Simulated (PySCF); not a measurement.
# Excitation energy of P⁺ by level of theory

P⁺ [Ne] 3s2 3p2 (3P) → P⁺ [Ne] 3s2 3p1 4s1 (3P), as a difference of total energies. Computed with PySCF 2.14 in aug-cc-pVDZ-DK (5s4p2d, 27 functions), with scalar relativity by spin-free X2C-1e. Correlated levels: valence: [Ne] frozen. The calculations carry no spin-orbit coupling.

```tsv
method	excitation energy (eV)
UHF	10.537
LDA	10.600
PBE	10.625
PBE0	10.738
r2SCAN	10.980
LC-wPBE	11.038
B97-3	10.746
TPSS	10.808
MP2 (valence)	10.599
SCS-MP2 (valence)	10.574
```

**Question.** How much does correlation contribute at MP2 (valence)?

**Answer.** 10.599 − (10.537) = 0.062 eV, measured against UHF.

Errors of the correlated levels include the incompleteness of this basis and the frozen core.

For comparison: 10.740 eV (measured; NIST levels, between the centres of gravity of the two terms).
